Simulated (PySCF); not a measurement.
Species: CH₂Cl₃Si, charge 0, multiplicity 2. It need not be the lowest isomer of its formula. 
Structure (B3LYP-D3(BJ)/def2-TZVP (Ansatz) minimum search):
SMILES: Cl[Si](Cl)(Cl)[CH2]
```xyz
7

Si    -0.2824    -0.0042     0.0447
Cl     0.2736     1.8252    -0.6851
Cl     0.2296    -1.4567    -1.3037
Cl     0.7704    -0.3456     1.7719
C     -2.0728    -0.0379     0.3539
H     -2.6236     0.8576     0.6134
H     -2.6382    -0.9611     0.3248
```
Charge 0, spin multiplicity 2.

Dispersion corrections to the total energy (kcal/mol) from the dftd3 and dftd4 libraries through PySCF: D3(BJ) without and D4 with the three-body term, each with the damping fitted for the functional named.

| functional | D3(BJ) | D4 |
|---|---|---|
| TPSSh | -7.24 | … |
| B2GP-PLYP | -5.84 | -2.69 |
| HSE06 | -4.59 | -5.03 |
| PBE0 | … | -5.33 |
| BLYP | -13.32 | -13.41 |
| B3LYP | … | -10.23 |
| LC-wPBE | -6.26 | -7.05 |

Problem. Complete the blanks.

Solution. 
- TPSSh, D4: -7.60
- PBE0, D3(BJ): -5.37
- B3LYP, D3(BJ): -11.08
